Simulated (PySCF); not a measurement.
**Correlation energy of As+ (arsenic, charge +1)**

[Ar] 3d10 4s2 4p2, high-spin 3P determinant. Computed with PySCF 2.14 in x2c-SVPall (5s4p3d, 32 functions), with the spin-free X2C one-electron Hamiltonian (Gaussian nucleus). Frozen: [Ar] 3d10; 4 electrons correlated.

MP2 pair energies summed by pair of shells (mhartree):

```tsv
pair	energy	share (%)
4s-4p	-26.14	59.7
4s-4s	-13.25	30.3
4p-4p	-4.41	10.1
```

Total MP2 correlation energy: -43.81 mhartree.

Same-spin part -7.22 and opposite-spin part -36.59 mhartree; SCS-MP2 scales them by 1/3 and 6/5 to -46.31 mhartree.

```tsv
level	correlation energy (mhartree)
CCSD	-60.18
(T)	-0.74
CCSD(T)	-60.92
```

Diagnostics: T1 = 0.0066, D1 = 0.0184, largest double amplitude 0.095.

Is a single reference adequate?

Mostly. T1 lies below 0.03, but a double amplitude of this size points to a near-degeneracy that CCSD handles and MP2 describes poorly.
